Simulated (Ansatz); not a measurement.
```yaml
crystal:
  periodic: [false, false, false]
  atoms:
    - {symbol: N, position_ang: [-0.433986, 1.564000, -0.293304]}
    - {symbol: Ga, position_ang: [-0.264647, -0.235581, -0.294279]}
    - {symbol: N, position_ang: [0.851561, -1.192297, 0.757330]}
    - {symbol: Cl, position_ang: [-1.496965, -1.332579, -1.664366]}
    - {symbol: H, position_ang: [-1.220641, 1.991639, -0.752208]}
    - {symbol: H, position_ang: [-0.094676, 2.128623, 0.466996]}
    - {symbol: H, position_ang: [1.626453, -0.765135, 1.235929]}
    - {symbol: H, position_ang: [1.032901, -2.158660, 0.543902]}
basis:
  gaussian: {orbitals: cc-pVTZ, final_grid: {core_spheres: 1, valence_spheres: 1, degree: 3}}
hamiltonian: {xc: {name: r2SCAN}}
```

```sh
$ ansatz run in.yaml --threads 4 --pin off --events-out ev --progress --plain --max-ram 10444MiB
```

Shortened log:

```
Functional definition: r2SCAN
1226 factors; their error is unknown
mean field evaluation 1: about -67932.1043 eV, gradient 9.6e1 eV
mean field evaluation 2: about -67884.9359 eV, gradient 1.6e2 eV
mean field evaluation 4: about -67948.5721 eV, gradient 1.0e1 eV
mean field evaluation 16: about -68288.2541 eV, gradient 2.0e2 eV
mean field evaluation 32: about -68473.6542 eV, gradient 1.0e-2 eV
a density is far from that of the atoms, so the factors are made again for it
1927 factors; integrals over basis functions are off by at most 4.9e-5 eV
mean field -68473.56551027 eV, -2516.3571194526 hartree, gradient 5.3e-5 eV, S^2 0.000000; 5 other end points of the search recorded, 0 dependent functions left out
reference -68473.56552766 eV, -2516.3571200919 hartree; 33, 33 occupied and 160, 160 virtual orbitals, 1927 factors
Total energy: -68473.56552766 eV, -2516.3571200919 hartree
```

Question: What is wrong with this run?

Answer: The integration grid is far too coarse. Self-consistency was reached. The result belongs to that input, not to the molecule as meant.
